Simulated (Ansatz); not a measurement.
Calculated with Ansatz (gas phase, PBE0-D4/def2-TZVP geometries, no zero-point term in ΔE). CBS: MP2 limit from def2 TZ/QZ plus the TZ coupled-cluster correction, frozen cores. This one scheme is used for every species. DFT in def2-TZVPP. Each species was taken in one conformer, which may not be the lowest.

Reaction (ligand exchange at the Si–N bond): `NC[SiH2][NH][AlH2]` + H₂S → `NC[SiH2]S` + `[NH2][AlH2]`

```json
{"level": "r2SCAN", "ΔE (kJ/mol)": "-9.7"}
{"level": "SCS-MP2/def2-TZVPP", "ΔE (kJ/mol)": "-0.6"}
{"level": "CCSD/def2-TZVPP", "ΔE (kJ/mol)": "0.3"}
{"level": "HF/CBS(def2)", "ΔE (kJ/mol)": "1.8"}
```

What does CCSD(T)/CBS give? (An estimate is asked.)

Computed: -4.1 kJ/mol. The listed levels differ from it by -5.6, 3.5, 4.4, 5.9 kJ/mol.

Largest T1 diagnostic among the species: 0.011.
